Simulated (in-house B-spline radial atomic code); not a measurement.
The numbers below are computed, except where a source is named.
# C6 from the polarisability at imaginary frequency: B³⁺

LDA VWN5 linear response of the closed shell 1s2, from a B-spline radial code for spherical atoms; non-relativistic, point nucleus, no spin-orbit coupling.

The dispersion coefficient of two like species is C6 = (3/π) ∫ α(iu)² du from 0 to ∞.

```
u (hartree)  α(iu) (bohr³)
          0        0.02094
       0.24        0.02092
       0.56        0.02084
       0.96        0.02065
        1.6        0.02017
        2.4         0.0193
        3.6        0.01761
        5.6        0.01449
          8        0.01115
         12       0.007272
         20       0.003568
         40       0.001101
```

Problem. Fit one oscillator, α(iu) = α(0)/(1 + u²/ω²), through u = 8 and estimate C6.

Solution. From α(0)/α(iu) − 1 = 0.02094/0.01115 − 1 = 0.8780, ω = u/√0.8780 = 8.5376 hartree (232.3 eV). London's formula gives C6 = (3/4) α(0)² ω = 0.75 × 0.02094² × 8.5376 = 0.002808 hartree·bohr⁶, and the oscillator holds f = α(0) ω² = 1.53 electrons, of a sum of oscillator strengths of 2.0.

Problem. How does that compare with the full integral?

Solution. The program's quadrature over all excitations gives C6 = 0.00284, so the single oscillator is off by -1.1 %. At the last point the fit gives α = 0.000912 against 0.0011: higher excitations, and deeper shells where there are any, keep the true curve higher at large u.
